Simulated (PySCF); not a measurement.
```xyz
7

B     -1.3725     1.1091     0.0904
C     -0.6594    -0.0813     0.1807
N      0.6525    -0.4037     0.1046
B      1.8470    -0.7241     0.0390
H     -2.0876     2.0387     0.0342
H     -1.3575    -0.9158     0.3516
H      2.9774    -1.0230    -0.0236
```

Charge 0, multiplicity 1.

Problem. Give the Mulliken and meta-Löwdin atomic charges from PBE0-D3(BJ)/def2-TZVP run with PySCF 2.14.0.

Solution. 
```json
[
 {"atom": "B1", "Mulliken (e)": "-0.06", "meta-Löwdin (e)": "0.07"},
 {"atom": "C2", "Mulliken (e)": "-0.08", "meta-Löwdin (e)": "-0.20"},
 {"atom": "N3", "Mulliken (e)": "0.10", "meta-Löwdin (e)": "-0.16"},
 {"atom": "B4", "Mulliken (e)": "-0.27", "meta-Löwdin (e)": "0.00"},
 {"atom": "H5", "Mulliken (e)": "0.10", "meta-Löwdin (e)": "0.06"},
 {"atom": "H6", "Mulliken (e)": "0.13", "meta-Löwdin (e)": "0.16"},
 {"atom": "H7", "Mulliken (e)": "0.08", "meta-Löwdin (e)": "0.06"}
]
```
